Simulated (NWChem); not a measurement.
# phosphorus nitride (PN); SMILES N#P

```xyz
2

N      0.0000     0.0000     1.0126
P      0.0000     0.0000    -0.4822
```
Atoms are numbered in this order, from 1.

Program: NWChem. Pople sets run with spherical d functions. Geometry: optimised at B3LYP/6-31G* (spherical d). B3LYP is NWChem's, with the RPA form of VWN correlation. GIAO values for the isolated, static molecule; σ is the absolute isotropic shielding.

```csv
level,basis functions,σ N1 (ppm),σ P2 (ppm)
B3LYP/6-31G*,32,-365.7,47.8
B3LYP/6-311G**,44,-434.5,[?]
B3LYP/def2-SVP,32,-382.2,45.7
B3LYP/def2-TZVP,68,-424.0,-89.8
B3LYP/IGLO-II,57,-437.3,-46.2
B3LYP/IGLO-III,79,-431.9,-48.3
B3LYP/pcSseg-2,79,-445.1,-70.5
```

Question: What belongs in the gaps?

Answer: 
- B3LYP/6-311G**, σ P2 (ppm): -69.7
